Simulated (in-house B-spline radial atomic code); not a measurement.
Atomic self-consistent-field run: Ar5+ (an excited or competing configuration). Method: non-relativistic Hartree-Fock, average of configuration, point nucleus. Calculated with an all-electron radial atomic-structure program (B-spline basis).

Command:
```bash
python run_scf.py task.json out
```
Settings:
```
Z                18
configuration    [Ne] 3p1 5f2
hamiltonian      nr
method           hf
spin_polarised   False
```

Output (hartree, bohr):
```
 radial grid: 47 intervals, B-splines of order 8, outer radius 25.4386 bohr

 iter        energy (Eh)    residual
    1       -508.7143391    6.37e-01
    2       -512.2139303    1.52e-01
    3       -512.3356101    6.10e-02
    4       -512.3556809    2.45e-02
    5       -512.3594302    4.68e-03
    6       -512.3595888    1.68e-04
    7       -512.3595889    2.26e-06
    8       -512.3595889    2.57e-07
    9       -512.3595889    2.56e-09

 total energy                     -512.359589
 kinetic                            512.35959
 electron-nucleus                 -1166.25364
 electron-electron                  141.53446

 orbital      occ     eigenvalue          <r>       <r^2>       <1/r>     <1/r^2>       r_max
 1s         2.000     -123.42422    0.0860723   0.0099511     17.5576      621.37     0.05656
 2s         2.000      -16.81327     0.409641    0.198241     3.57567     52.5095      0.3382
 2p         6.000      -14.11165     0.371445    0.170205     3.47714     16.7516      0.2805
 3p         1.000       -4.07845      1.21074     1.67915     1.11845      2.7271       1.092
 5f         2.000       -0.80090      4.66945     24.7649    0.272053    0.108253       4.803
```

Time taken, with all properties: 0.13 s on 1 thread of Intel(R) Xeon(R) Platinum 8375C CPU @ 2.90GHz (shared host).
